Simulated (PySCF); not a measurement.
**`[H]/N=C\[C@@H]1OC(=O)[C@H]1C#N`, C5H4N2O2**

Geometry (Å), atoms numbered from 1 in this order:
```xyz
13

N    -1.616   -1.853    2.262
C    -1.278   -1.045    1.528
C    -0.820   -0.065    0.589
C    -1.326   -0.233   -0.858
O    -2.379   -0.177   -1.390
O    -0.099   -0.468   -1.368
C     0.549   -0.350   -0.082
C     1.547    0.779   -0.023
N     1.906    1.513   -0.964
H    -0.949    0.944    0.985
H     1.010   -1.299    0.209
H     1.971    0.951    0.962
H     1.479    1.304   -1.867
```

Computed with PySCF, TDDFT B3LYP/def2-SVPD circular dichroism and optical rotation, one conformer, gas phase. Geometry: GFN2-xTB.

The molecule is flexible and this is one conformer; a measurement averages over conformers.

Question: What are the CIP labels of the stereocentres?

Answer: C3 S, C7 R.

Question: Which excitations and rotatory strengths does the calculation give?

Answer: Rotatory strengths R in 10⁻⁴⁰ esu² cm², velocity form and length form (origin at the centre of mass); f in length form.
| state | E (eV) | λ (nm) | f | R (velocity) | R (length) | main |
| --- | --- | --- | --- | --- | --- | --- |
| 1 | 5.06 | 245 | 0.003 | -12.0 | -12.3 | HOMO→LUMO 0.88, HOMO→LUMO+1 0.09 |
| 2 | 5.79 | 214 | 0.002 | +4.5 | +4.5 | HOMO−1→LUMO+1 0.54, HOMO→LUMO+1 0.27 |
| 3 | 6.07 | 204 | 0.002 | -1.0 | -0.8 | HOMO→LUMO+1 0.64, HOMO−1→LUMO+1 0.23 |
| 4 | 6.58 | 189 | 0.015 | +4.4 | +4.6 | HOMO−1→LUMO 0.80, HOMO−1→LUMO+1 0.15 |
| 5 | 6.74 | 184 | 0.033 | +0.2 | -0.1 | HOMO→LUMO+2 0.90 |
| 6 | 7.10 | 175 | 0.009 | +14.8 | +15.2 | HOMO→LUMO+3 0.85 |
| 7 | 7.19 | 172 | 0.007 | +10.1 | +10.3 | HOMO−1→LUMO+2 0.58 |
| 8 | 7.31 | 170 | 0.017 | -11.0 | -11.0 | HOMO−2→LUMO 0.40, HOMO−1→LUMO+2 0.21 |

For state 5 the two forms differ in sign, so the sign of R isn't settled.

Among the states computed, the strongest CD band (largest |R|) is state 6. The largest dissymmetry factor in size, g = 4R/(D+G), with D and G the electric and magnetic dipole strengths, is -0.025 for state 1 (velocity form, f = 0.004), among bands with |R| over 0.5. The mirror image has the same energies and oscillator strengths and all R with the opposite sign.
